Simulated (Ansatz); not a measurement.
Frontier orbitals of BH$_{5}$OSn, SMILES `[BH2][SnH2][OH]`.

The species carries charge 0 and has multiplicity 1. Correlated methods include outer-core shells of Sn, which these sets cover unevenly. Sn takes the def2 core potential. Geometry: relaxed with PBE0-D4/def2-TZVP. It is one conformer, not always the lowest. Basis def2-TZVPP, Ansatz 0.2.0.

| functional | HOMO (eV) | LUMO (eV) | gap (eV) |
| --- | --- | --- | --- |
| LDA (SPW92) | -6.41 | -4.02 | 2.39 |
| PBE | -6.27 | -3.75 | 2.52 |
| PBE0 | -7.70 | -2.76 | 4.94 |
| B3LYP | -7.48 | -2.97 | 4.51 |
| r2SCAN0 | -7.90 | -2.57 | 5.33 |
| CAM-B3LYP | -9.06 | -1.65 | 7.41 |
| LC-ωPBE | -10.38 | -0.44 | 9.94 |
| ωB97M-V | -9.91 | -0.81 | 9.10 |

Against PBE, PBE0 changes HOMO and LUMO by −1.43 and +0.99 eV, ωB97M-V by −3.64 and +2.94 eV. A gap of 2.52 eV thus becomes 9.10 eV for the same molecule, so an orbital gap means little without its functional.

B3LYP here is the variant with VWN-RPA as its local correlation; programs differ in this. LC-ωPBE has ω = 0.4 bohr⁻¹.
